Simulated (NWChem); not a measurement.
A series in which one site is exchanged, each optimised at PBE0/def2-SVP with NWChem, gas phase unless a solvent is named. All stand in one matching conformer (torsions within 35°), which need not be the lowest. Pople sets run with spherical d functions. Shieldings are non-relativistic GIAO values without spin-orbit effects.

A: [NH2][Ga]([OH])[OH] (GaNH$_{4}$O$_{2}$; site = Ga)
B: [NH2][Al]([OH])[OH] (AlNH4O2; site = Al)
C: NB(O)O (BNH4O2; site = B)
D: [NH2][Sc]([OH])[OH] (ScNH4O2; site = Sc)

```csv
quantity,A,B,C,D
"highest harmonic frequency (cm⁻¹), PBE0/def2-SVP",…,4008,3963,4013
"vertical ionisation energy, ΔSCF, CAM-B3LYP/def2-SVP (eV)",…,9.73,9.80,8.78
"static polarisability, CAM-B3LYP/def2-SVPD (bohr³)",…,40.0,32.3,50.9
"15N shift against ammonia, B3LYP/6-31G* (ppm)",…,-4.5,31.9,126.6
"15N shift against ammonia, PBE/pcSseg-1 (ppm)",…,-1.8,46.7,157.7
```

Problem. Complete the blanks.

Solution. 
- highest harmonic frequency (cm⁻¹), PBE0/def2-SVP, A: 3927
- vertical ionisation energy, ΔSCF, CAM-B3LYP/def2-SVP (eV), A: 9.85
- static polarisability, CAM-B3LYP/def2-SVPD (bohr³), A: 43.0
- 15N shift against ammonia, B3LYP/6-31G* (ppm), A: 10.7
- 15N shift against ammonia, PBE/pcSseg-1 (ppm), A: 15.5
